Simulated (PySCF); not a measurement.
**Excitation energy of W by level of theory**

W [Xe] 4f14 5d4 6s2 (5D) → W [Xe] 4f14 5d5 6s1 (7S), as a difference of total energies. All numbers are calculated (PySCF 2.14, the spin-free X2C one-electron Hamiltonian (Gaussian nucleus), in x2c-TZVPPall with one added diffuse shell each of s, p, d, f type (12s8p8d4f1g, 113 functions)). Correlated levels: valence: [Xe] 4f14 frozen. The calculations carry no spin-orbit coupling.

```tsv
method	excitation energy (eV)
UHF	-1.144
MP2 (valence)	-0.563
SCS-MP2 (valence)	0.159
CCSD (valence)	-0.435
CCSD(T) (valence)	-0.340
```

Errors of the correlated levels include the incompleteness of this basis and the frozen core.

Task: Which method comes closest to the reference value, and which is furthest?

Result: The reference is -0.187 eV (measured; NIST levels, between the centres of gravity of the two terms). Closest: CCSD(T) (valence) (error -0.153 eV); furthest: UHF (error -0.957 eV).
